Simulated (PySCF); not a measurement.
**Peak assignment**

Bonds (- single, = double, # triple, : aromatic): Si1-O2 1.620 Å, O2-C3 1.344 Å, C3=C4 1.346 Å, C4-C5 1.449 Å, C5=C6 1.342 Å, C6-Si7 1.877 Å, Si7-C3 1.903 Å. Si1 carries H8, H9, H10; C4 carries H11; C5 carries H12; C6 carries H13; Si7 carries H14, H15.

- coordinates at the GFN2-xTB level
- shieldings: GIAO PBE0/pcSseg-1
- program: PySCF 2.14.0 with density-fitted response routines
- non-relativistic Hamiltonian, a single conformation, fast rotation and ring inversion assumed for equivalent nuclei, no solvent

δ = σ(ref) − σ, references computed at the same level: ¹³C, ¹H vs TMS.

(1) Assign these signals to the numbered atoms. ¹³C{¹H} NMR (computed): δ 174.0 (C), 158.5 (CH), 131.6 (CH), 116.6 (CH).

(2) Assign these signals to the numbered atoms. ¹H NMR (600 MHz, computed): δ 7.25 (m, 1H), 6.39 (d, 1H), 5.38 (m, 1H), 5.02 (s, 3H), 4.58 (m, 2H).

## Answers

(1) 
| δ (ppm) | atoms | environment | reason |
| --- | --- | --- | --- |
| 174.0 | C3 | alkene carbon bearing oxygen | an sp2 carbon further deshielded by the attached heteroatom |
| 158.5 | C5 | alkene CH | the olefinic region |
| 131.6 | C4 | β carbon of an enol-ether or enamine type C=C | – |
| 116.6 | C6 | alkene CH | the olefinic region |

(2) 
```tsv
δ (ppm)	atoms	environment	reason
7.25	H12	hydrogen on an alkene CH	attached to an sp2 carbon and in the plane of the double bond
6.39	H11	hydrogen on a β carbon of an enol-ether or enamine type C=C	attached to an sp2 carbon and in the plane of the double bond
5.38	H13	hydrogen on an alkene CH	attached to an sp2 carbon and in the plane of the double bond
5.02	H8/H9/H10	hydrogen on a silicon bonded to O	–
4.58	H14/H15	hydrogen on a silicon bonded to 2 C, in a 5-membered ring	–
```

Shifts are as computed. Against solution values, carbons near 30 ppm lie about +3 ppm off and those near 130 ppm about +5 ppm. Of 1211 compounds with measured shifts, 218 miss one by over three times the rms of a fit or turn the order of signals round; such compounds aren't used in these exercises. Multiplicities follow the n + 1 count of equivalent neighbours, as no J values were calculated; m marks all less simple cases, F and P coupling included.
